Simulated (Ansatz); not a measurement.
Geometry optimisation, RKS PBE-D4/def2-SVP in Ansatz 0.2.0.

Input:

```yaml
crystal:
  periodic: [false, false, false]
  atoms:
    - { symbol: Al, position_ang: [-1.491202, -0.599954, 0.024011] }
    - { symbol: Si, position_ang: [1.851179, 0.770225, 0.138826] }
    - { symbol: O, position_ang: [-0.963064, -2.053371, -0.698369] }
    - { symbol: O, position_ang: [-2.312009, 0.521937, -0.964784] }
    - { symbol: H, position_ang: [0.606858, 0.372686, 0.786914] }
    - { symbol: F, position_ang: [-1.255088, -0.304881, 1.719738] }
    - { symbol: H, position_ang: [1.658269, 0.805227, -1.35065] }
    - { symbol: H, position_ang: [2.232561, 2.137359, 0.630822] }
    - { symbol: H, position_ang: [2.919545, -0.226113, 0.48594] }
    - { symbol: H, position_ang: [-0.563743, -2.762057, -0.171767] }
    - { symbol: H, position_ang: [-2.683406, 1.338944, -0.60068] }
basis:
  gaussian: { orbitals: def2-SVP }
hamiltonian:
  xc: pbe
  dispersion: d4
relax:
  f_tol: 0.03
  max_steps: 50
```

Launched with:

```bash
$ ansatz run input.yaml --threads 2 --pin off --max-ram 3072MiB --backend cpu --events-out ev --progress --plain --runs-dir out
```

**Question.** Where does it end, and by what steps?

**Answer.** The run converged. After 26 steps the energy has fallen by 0.285 eV; H9 moved furthest, 1.13 Å.

| step | energy less start (eV) | largest force component (eV/Å) | accepted |
| --- | --- | --- | --- |
| 0 | 0.0000 | 1.276 | yes |
| 1 | -0.0748 | 1.297 | yes |
| 2 | -0.1196 | 1.390 | yes |
| 3 | -0.1660 | 1.361 | yes |
| 4 | -0.2195 | 1.098 | yes |
| 5 | -0.2560 | 0.310 | yes |
| 6 | -0.2636 | 0.193 | yes |
| 7 | -0.2714 | 0.105 | yes |
| 8 | -0.2738 | 0.056 | yes |
| 9 | -0.2753 | 0.040 | yes |
| 10 | -0.2768 | 0.069 | yes |
| 11 | -0.2777 | 0.052 | yes |
| 12 | -0.2784 | 0.044 | yes |
| 13 | -0.2789 | 0.047 | yes |
| 14 | -0.2792 | 0.033 | yes |
| 15 | -0.2795 | 0.045 | yes |
| 16 | -0.2798 | 0.041 | yes |
| 17 | -0.2801 | 0.034 | yes |
| 18 | -0.2806 | 0.057 | yes |
| 19 | -0.2810 | 0.059 | yes |
| 20 | -0.2817 | 0.081 | yes |
| 21 | -0.2824 | 0.072 | yes |
| 22 | -0.2832 | 0.091 | yes |
| 23 | -0.2837 | 0.078 | yes |
| 24 | -0.2845 | 0.052 | yes |
| 25 | -0.2850 | 0.035 | yes |
| 26 | -0.2851 | 0.023 | yes |

```xyz
11
Properties=species:S:1:pos:R:3
Al -1.245 -0.396 0.151
Si 1.646 0.548 0.009
O -0.279 -1.480 -0.782
O -2.311 0.634 -0.704
H 0.191 0.994 0.187
F -1.408 -0.650 1.805
H 1.917 0.314 -1.440
H 2.416 1.741 0.506
H 1.939 -0.623 0.891
H 0.050 -2.306 -0.394
H -2.916 1.225 -0.231
```

Run time: 21 s on 2 threads of AMD EPYC 9R45 (Zen 5), on a shared host, peak memory 0.17 GiB.
